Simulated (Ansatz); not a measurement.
Reaction (cleavage of the B–Al bond): `[SiH3][BH][AlH][SiH3]` + `C[SiH2]O` → `C[SiH2]OB[SiH3]` + `[AlH2][SiH3]`

Program: Ansatz. Geometries: PBE0-D4/def2-TZVP. ΔE: electronic, gas phase. CCSD(T)/CBS adds triple-zeta CCSD(T) − MP2 to the extrapolated MP2 energy (def2 sets, frozen cores). This one scheme is used for every species. Functionals use def2-TZVPP. B3LYP here is the variant with VWN-RPA as its local correlation; programs differ in this. One conformer a species, not always the lowest.

```json
{"level": "PBE-D4", "ΔE (kJ/mol)": "-136.3", "difference from CCSD(T)/CBS": "10.0"}
{"level": "r2SCAN-D4", "ΔE (kJ/mol)": "-143.3", "difference from CCSD(T)/CBS": "3.0"}
{"level": "ωB97X-V", "ΔE (kJ/mol)": "-150.3", "difference from CCSD(T)/CBS": "-4.0"}
{"level": "B2PLYP", "ΔE (kJ/mol)": "-153.8", "difference from CCSD(T)/CBS": "-7.5"}
{"level": "PBE0", "ΔE (kJ/mol)": "-138.5", "difference from CCSD(T)/CBS": "7.8"}
{"level": "B3LYP", "ΔE (kJ/mol)": "-151.4", "difference from CCSD(T)/CBS": "-5.1"}
{"level": "HF/def2-TZVPP", "ΔE (kJ/mol)": "-161.0", "difference from CCSD(T)/CBS": "-14.7"}
{"level": "MP2/def2-TZVPP", "ΔE (kJ/mol)": "-154.2", "difference from CCSD(T)/CBS": "-7.9"}
{"level": "SCS-MP2/def2-TZVPP", "ΔE (kJ/mol)": "-156.3", "difference from CCSD(T)/CBS": "-10.0"}
{"level": "CCSD/def2-TZVPP", "ΔE (kJ/mol)": "-149.0", "difference from CCSD(T)/CBS": "-2.7"}
{"level": "CCSD(T)/def2-TZVPP", "ΔE (kJ/mol)": "-148.6", "difference from CCSD(T)/CBS": "-2.3"}
{"level": "MP2/def2-QZVPP", "ΔE (kJ/mol)": "-153.3", "difference from CCSD(T)/CBS": "-7.0"}
{"level": "SCS-MP2/def2-QZVPP", "ΔE (kJ/mol)": "-155.3", "difference from CCSD(T)/CBS": "-9.0"}
{"level": "HF/CBS(def2)", "ΔE (kJ/mol)": "-162.3", "difference from CCSD(T)/CBS": "-16.0"}
{"level": "MP2/CBS(def2)", "ΔE (kJ/mol)": "-151.9", "difference from CCSD(T)/CBS": "-5.6"}
{"level": "CCSD/CBS(def2)", "ΔE (kJ/mol)": "-146.7", "difference from CCSD(T)/CBS": "-0.4"}
{"level": "CCSD(T)/CBS", "ΔE (kJ/mol)": "-146.3", "difference from CCSD(T)/CBS": "0"}
```

Largest T1 diagnostic among the species: 0.014.

In def2-TZVPP, CCSD(T) changes the Hartree–Fock value by +12.4 kJ/mol (the triples alone add +0.4 kJ/mol) and MP2 by +6.8 kJ/mol. From PBE to PBE0 (25 % exact exchange), in def2-TZVPP and without D4, ΔE moves by −3.6 kJ/mol.
